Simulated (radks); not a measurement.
All-electron atom: Rb2+ in [Ar] 3d9 4s2 4p5 4d1 (not the ground configuration).

All-electron calculation, scalar-relativistic Kohn-Sham, Wu-Cohen GGA, spin-polarised, spherical densities, point nucleus; open shells are filled with parallel spins first (spin-orbit coupling, left out, can overturn this in heavy ions). Program: a radial shooting solver on a logarithmic mesh with Libxc functionals.

Energy parts (eV):
| part | energy |
|---|---|
| total | -80957.690 |
| kinetic | 82920.385 |
| electron-nucleus | -193926.059 |
| Hartree | 32731.865 |
| exchange-correlation | -2683.882 |

Orbitals (lengths in bohr, moments of r in powers of bohr; <r^-3> diverges for s and p1/2):
orbital	occ.	eigenvalue (eV)	<r^2>	<r^4>	<r^-3>	<1/r>
1s up	1	-15073.92	0.002189	0.00001235	-	37.87
1s down	1	-15073.79	0.002189	0.00001235	-	37.87
2s up	1	-2052.643	0.03731	0.002401	-	8.429
2s down	1	-2051.269	0.03728	0.002398	-	8.432
2p up	3	-1825.115	0.02943	0.001732	1643	8.239
2p down	3	-1824.018	0.02941	0.001729	1645	8.241
3s up	1	-337.1263	0.2941	0.1355	-	2.835
3s down	1	-335.1845	0.2946	0.1359	-	2.832
3p up	3	-264.0072	0.3064	0.1557	256.2	2.687
3p down	3	-262.0599	0.3071	0.1563	255.3	2.684
3d up	5	-143.4209	0.3169	0.2030	32.36	2.442
3d down	4	-141.3354	0.3183	0.2047	32.25	2.438
4s up	1	-56.8011	2.114	6.800	-	0.9856
4s down	1	-55.0411	2.112	6.809	-	0.9872
4p up	3	-39.0712	2.738	11.88	31.24	0.8584
4p down	2	-37.2881	2.749	12.06	31.34	0.8586
4d up	1	-15.5688	6.089	66.33	1.963	0.5749
4d down	0	-13.9724	6.421	74.55	1.884	0.5629

The highest occupied level is 4d up at -15.569 eV. Summed over all electrons, <r^2> = 29.57 bohr^2, which gives a Langevin (diamagnetic) susceptibility term of -23.4 x 10^-6 cm^3/mol. The density falls to 0.001 e/bohr^3 at r = 3.63 bohr.
